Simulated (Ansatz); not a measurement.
Basis-set extrapolation for C5H6O2 (`C=C1CCOC1=O`) (PBE0-D4/def2-TZVP geometry, frozen core, the Gaussian-basis code of Ansatz). Multiplicity 1, RHF reference.

|  | def2-TZVPP | def2-QZVPP |
| --- | --- | --- |
| HF | -342.686486 | -342.701452 |
| MP2 correlation | -1.256556 | -1.344601 |
| CCSD(T) correlation | -1.344887 | not run |

Energies in hartree. Use E(X) = E(∞) + A·exp(−7.88·√X) for Hartree–Fock and E(X) = E(∞) + B·X^(−2.97) for correlation, with X = 3 and 4, and add CCSD(T) minus MP2 of the smaller set to the MP2 limit.

Q: What is the CCSD(T) energy at the basis-set limit?

A: HF limit: -342.701452 + (-0.014966) × 0.13774 = -342.70351. MP2 limit: -1.344601 + (-0.088045) × 0.74074 = -1.40982. Higher-order term: -1.344887 − (-1.256556) = -0.08833. Total: -344.20166 hartree, 4.63 eV below CCSD(T)/def2-TZVPP.
